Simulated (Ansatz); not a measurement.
AlGeH$_{7}$Si, SMILES `[SiH3][AlH][GeH3]`, charge 0, multiplicity 1.

Q: Give a relaxed structure at PBE0-D4/def2-TZVP (Ansatz). (An estimate is asked.)

A: Computed: 
Z-matrix (Å, degrees):
```
Si
Al 1 2.457
H 1 1.490 2 114.0
H 1 1.492 2 110.2 3 121.2
H 1 1.492 2 110.1 3 -121.1
Ge 2 2.481 1 118.6 3 -179.2
H 2 1.590 1 121.3 3 0.9
H 6 1.541 2 114.4 1 179.8
H 6 1.543 2 111.0 1 58.6
H 6 1.543 2 111.0 1 -59.0
```
Point group Cs.
This is one stationary point; other conformers may exist.
